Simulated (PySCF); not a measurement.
H4O4Ti, charge -1, doublet, at the geometry of the source list (the multiplicity is a formal guess) (in this run its highest filled SCF level lies above zero, so its values depend strongly on the basis, on diffuse functions most of all). Base run: DF-BLYP/3-21G (PySCF).

Here is a job for PySCF.
```python
from pyscf import gto, scf, dft

mol = gto.Mole()
mol.atom = '''
    Ti    0.020000   -0.090800   -0.042500
    O     1.362500   -0.374600   -1.084900
    H     2.292900   -0.178900   -1.208000
    O     0.504000    0.050400    1.609400
    H     0.566300    0.831900    2.166700
    O    -0.727600    1.423000   -0.469100
    H    -1.265900    1.554000   -1.256200
    O    -1.175500   -1.344500   -0.207200
    H    -1.576600   -1.870500    0.491700
'''
mol.basis = '3-21g'
mol.charge = -1
mol.spin = 1
mol.verbose = 4
mol.build()

mf = dft.UKS(mol)
mf.xc = 'blyp'
mf = mf.density_fit(auxbasis='def2-universal-jkfit')
mf.kernel()
mf.analyze()
```

The base run was repeated with changes; each row names its change, and settings that it needs were set with it.

| change | basis functions | E (Eh) | HOMO (eV) | core-seconds (rough) | outcome |
|---|---|---|---|---|---|
| base | 71 | -1147.11234 | 2.75 | 20 | converged |
| basis = LANL2DZ | 66 | -361.51702 | 1.59 | 40 | converged |
| basis = 6-31G | 71 | -1152.77217 | 3.04 | 20 | converged |
| basis = 6-31G* | 98 | -1152.82215 | 3.06 | 30 | converged |
| basis = pc-1 | 107 | - | - | - | not converged |
| basis = pcseg-1 | 107 | -1152.77959 | 2.95 | 20 | converged |
| basis = cc-pVDZ | 119 | -1152.98163 | 2.41 | 30 | converged |
| basis = aug-pcseg-1 | 175 | -1152.85361 | 0.96 | 60 | converged |
| basis = aug-cc-pVDZ | 187 | -1153.04448 | 0.86 | 90 | converged |
| basis = def2-TZVP | 193 | -1153.07725 | 2.80 | 60 | converged |
| basis = cc-pVTZ | 244 | -1153.09860 | 2.18 | 70 | converged |
| basis = def2-TZVPP | 244 | -1153.09007 | 2.64 | 80 | converged |
| basis = def2-TZVPD | 244 | -1153.10065 | 1.98 | 80 | converged |

Totals compare only among sets that treat the same electrons; sets with core potentials leave the core out.

Open shells are given as the SCF converged; they aren't shown to be the lowest states, and a large step between rows can be another state.
